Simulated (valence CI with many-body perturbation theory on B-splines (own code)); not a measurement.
**Ne2+: configurations and terms from energies and g**

Calculated by relativistic CI+MBPT: six valence electrons over a frozen Dirac-Fock core [He], radial functions for each j: 9 s, 9 p, 8 d, 6 f, 3 g, 1 h, with the one-electron correlation potential Σ1 (screened to all orders), the two-electron term Σ2, the three-electron term Σ3, Breit, model QED; selected single and double excitations, second order for the rest, scaled by the run's own slope (own B-spline code, finite nucleus).

Set against measurement, 22 paired levels are off by 210 cm⁻¹ on average, the worst by 486. These come from a selection out of Moore, Atomic Energy Levels, vol. I, NSRDS-NBS 35 (1971 reprint of NBS Circular 467, 1949), an old analysis. Levels without a partner in it may be off by more. Among the levels kept, up to 2000 cm⁻¹ of a level comes from second order outside the variational space, and about a tenth of that is noise between levels of different J, which matters for small intervals.

| No. | J | Parity | E (cm⁻¹) | g |
| --- | --- | --- | --- | --- |
| 1 | 2 | even | 0 | 1.501 |
| 2 | 1 | even | 634 | 1.501 |
| 4 | 2 | even | 25994 | 1.000 |
| 6 | 2 | odd | 204465 | 1.501 |
| 7 | 1 | odd | 205015 | 1.501 |
| 9 | 1 | odd | 289886 | 1.000 |
| 10 | 2 | odd | 309316 | 2.002 |
| 11 | 1 | odd | 318943 | 2.002 |
| 12 | 1 | even | 347844 | 2.503 |
| 13 | 2 | even | 347875 | 1.835 |
| 14 | 3 | even | 347899 | 1.668 |
| 15 | 3 | odd | 352863 | 1.334 |
| 16 | 2 | odd | 352911 | 1.167 |
| 17 | 1 | odd | 352932 | 0.499 |

Energies count from the lowest level. Strongly mixed levels and levels close to another of their J and parity, and those with J = 0 are left out, so the numbers can have gaps.

Q: Give configuration and LS term of each level.

A: 1: 2s²2p⁴ ³P; 2: 2s²2p⁴ ³P; 4: 2s²2p⁴ ¹D; 6: 2s2p⁵ ³P°; 7: 2s2p⁵ ³P°; 9: 2s2p⁵ ¹P°; 10: 2s²2p³3s ⁵S°; 11: 2s²2p³3s ³S°; 12: 2s²2p³3p ⁵P; 13: 2s²2p³3p ⁵P; 14: 2s²2p³3p ⁵P; 15: 2s²2p³3s ³D°; 16: 2s²2p³3s ³D°; 17: 2s²2p³3s ³D°.
